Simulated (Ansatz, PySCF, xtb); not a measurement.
Gas-phase reaction in SMILES: C1CC2=C1CC2 + 8 [H][H] (H2) -> 6 C (CH4)
Structures are relaxed separately at B3LYP-D3(BJ)/def2-TZVP in Ansatz (a quantum-chemistry and plane-wave program), one conformer each, not searched for the lowest. Frequencies are from Ansatz or PySCF.

Property: energy of full hydrogenation (0 K, with B3LYP-D3(BJ) harmonic zero-point energies), in eV. Valence correlation only, unless marked. No spin-orbit coupling. No relativistic terms. CBS(X,Y): correlation extrapolated as X^-3; Hartree-Fock from the larger set.

| level | program | energy of full hydrogenation (eV) |
|---|---|---|
| GFN2-xTB | xtb | -9.08 |
| revPBE/def2-TZVPD | Ansatz | -7.98 |
| HSE06-D3(BJ)/def2-TZVPD | Ansatz + dftd3 | [?] |
| CAM-B3LYP/def2-TZVPD | Ansatz | -8.91 |
| wB97M-V/def2-TZVPD | Ansatz | -8.37 |
| B2GP-PLYP-D3(BJ)/def2-TZVPD | Ansatz + dftd3 | [?] |
| SCS-MP2/aug-cc-pVTZ | Ansatz | -8.26 |
| CCSD(T)/CBS(cc-pVTZ,cc-pVQZ) | Ansatz | [?] |

Q: Fill in the missing entries.

A: 
- HSE06-D3(BJ)/def2-TZVPD, energy of full hydrogenation (eV): -8.55
- B2GP-PLYP-D3(BJ)/def2-TZVPD, energy of full hydrogenation (eV): -8.43
- CCSD(T)/CBS(cc-pVTZ,cc-pVQZ), energy of full hydrogenation (eV): -8.33
